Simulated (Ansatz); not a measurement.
```yaml
crystal:
  periodic: [false, false, false]
  atoms:
    - {symbol: Bi, position_ang: [1.200795, -1.441307, 0.261082]}
    - {symbol: Bi, position_ang: [-1.376064, -0.073149, 1.299592]}
    - {symbol: Te, position_ang: [2.123882, 0.994546, -0.822276]}
    - {symbol: Te, position_ang: [-1.403809, -1.891389, -0.991244]}
    - {symbol: Te, position_ang: [-0.544804, 2.411289, 0.252845]}
basis:
  gaussian: {orbitals: def2-TZVPD, initial_orbitals: start.molden}
total_charge: -1
magnetization: {spin_polarized: true, initial_magnetization: 1}
hamiltonian: {xc: {name: wB97X-V}}
scf: {omitted_lower_state_checks: [starts]}
output: {orbitals: {seedname: orbitals}}
```

The file start.molden holds the orbitals of an earlier run on this structure, at another level or in another basis.

```sh
$ ansatz run in.yaml --threads 4 --pin off --events-out ev --progress --plain --max-ram 4787MiB
```

(1) Does this run fit into the memory that it is given?

Results:

(1) No. It has 289 basis functions, and Ansatz plans for 7 GiB where 5 GiB are given.
